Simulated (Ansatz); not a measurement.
CH₃AlF₂ (`[CH3][Al]([F])[F]`). Charge 0, multiplicity 1.

```
atom   x (Å)   y (Å)   z (Å)
  C1  -0.815   0.379   0.116
 Al2   0.911  -0.436  -0.141
  F3   2.234   0.073   0.690
  F4   1.152  -1.674  -1.196
  H5  -1.578  -0.082  -0.512
  H6  -1.129   0.294   1.160
  H7  -0.775   1.447  -0.117
```

Q: List the harmonic frequencies (cm⁻¹, unscaled) at PBE0-D4/def2-TZVP in Ansatz. (An estimate is asked.)

A: The calculation gave: 19, 180, 238, 249, 600, 681, 701, 835, 920, 1228, 1441, 1443, 3052, 3129, 3150.

Q: Is this a minimum?

A: Yes, all 15 modes are real.

Q: Give the ideal-gas thermochemistry at 298.15 K and 1 bar (rigid rotor, harmonic oscillator; point group Cs, symmetry number 1).

A: Zero-point energy 106.9 kJ/mol; H(298) − E = 124.7 kJ/mol; entropy 328.9 J/(mol·K), of which translation 163.5, rotation 106.6, vibration 58.8; G(298) − E = 26.7 kJ/mol. Modes under 100 cm⁻¹ are hindered rotations or soft bends, so the harmonic entropy is rough.

Q: And at 400, 500, 600, 800 and 1000 K?

A: 
```tsv
T (K)	H − E (kJ/mol)	S (J/mol/K)	G − E (kJ/mol)
400	133.7	354.6	-8.2
500	143.5	376.4	-44.7
600	154.1	395.8	-83.4
800	177.1	428.9	-165.9
1000	202.0	456.6	-254.6
```
